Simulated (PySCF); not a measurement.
Compound: Cu(NH3)F (singlet state).
Bonds: Cu1–N2, Cu1–F6. Hydrogens: H3, H4, H5 on N2.

Computed, not measured: TDDFT PBE0/def2-SVPD, vertical, gas phase, core orbitals frozen in the response in PySCF 2.14.0, density-fitted response routines. Isolated species at its PBE0-D3(BJ)/def2-SVP geometry, gas phase.

Problem. List the vertical singlet excitations with oscillator strengths and describe the spectrum.

Solution. 

```tsv
state	E (eV)	λ (nm)	ν̃ (cm⁻¹)	f	symmetry	main configurations (H = HOMO, L = LUMO)
S1	4.31	287.6	34770	0.0009	–	H-2/H-1→L (≥90%)
S2	4.31	287.6	34770	0.0009	–	H-2/H-1→L (≥90%)
S3	4.39	282.7	35370	0.0049	A1	H→L (98%)
S4	4.87	254.4	39300	0.0000	–	H-3→L (92%)
S5	4.87	254.4	39300	0.0000	–	H-4→L (92%)
S6	5.66	219.0	45670	0.127	E	H→L+1/L+2 (≥97%)
S7	5.66	219.0	45670	0.126	E	H→L+1/L+2 (≥97%)
S8	5.95	208.2	48020	0.0001	–	H-2/H-1→L+1/L+2 (≥81%)
S9	5.95	208.2	48020	0.0001	–	H-2/H-1→L+1/L+2 (≥81%)
S10	5.96	207.9	48090	0.0000	–	H-2/H-1→L+1/L+2 (≥86%)
S11	6.10	203.3	49200	0.021	A1	H-2/H-1→L+1/L+2 (≥61%), H→L+3 (26%)
S12	6.36	195.0	51280	0.010	E	H-2/H-1→L+3 (≥82%)
S13	6.36	195.0	51280	0.010	E	H-2/H-1→L+3 (≥82%)
```

Triplets (Tamm–Dancoff): T1 3.45 eV, H→L (85%), H→L+3 (10%); T2 4.08 eV, H-2/H-1→L (≥85%), H-2/H-1→L+3 (≥8%); T3 4.08 eV, H-2/H-1→L (≥85%), H-2/H-1→L+3 (≥8%).

The lowest singlet level (S1/S2) comes at 288 nm (416 kJ/mol) in the ultraviolet; it is very weak. The strongest level in the table is S6/S7 at 5.66 eV (219 nm, f = 0.253 summed). S1/S2, S4/S5, S6/S7, S8/S9/S10 and S12/S13 lie within about 0.01 eV of each other in each set; the point group C3v has degenerate representations, and within a degenerate level the listed configurations can mix freely. For S1 the Löwdin share of copper is 64% in HOMO-1 and 51% in LUMO; for S6 the Löwdin share of copper is 78% in HOMO and 74% in LUMO+2 (metal-centred by this measure). Of the 13 states listed, 5 reach f = 0.01 and 5 stay under 0.0005. The oscillator strengths of these states sum to 0.301; summed over the whole spectrum of an exact calculation they would give the number of electrons, 48 (Thomas–Reiche–Kuhn). Orbital energies (eV): HOMO-3 -7.42, HOMO-2 -6.79, HOMO-1 -6.79, HOMO -6.31, LUMO -0.93, LUMO+1 0.62, LUMO+2 0.62. No computed singlet lies in the visible range (380 to 750 nm); the lowest, at 288 nm, stands 1.05 eV above its violet end (3.26 eV). Symmetry labels in C3v follow from the direction of the transition dipole and are given only for states with f of 0.002 or more. Orbitals of the list HOMO-3 to LUMO+2 that lie within 0.01 eV of each other are written together with a slash and their weights summed (≥ marks a lower bound); for degenerate orbitals outside that list single weights are arbitrary. The window holds the lowest 15 singlets. The highest level found (6.43 eV, f 0.0000 so far) is left out, since the window may have cut off a degenerate partner.

Time: 7.1 s wall. Hardware: an Arm Neoverse V1 with one thread (shared host).
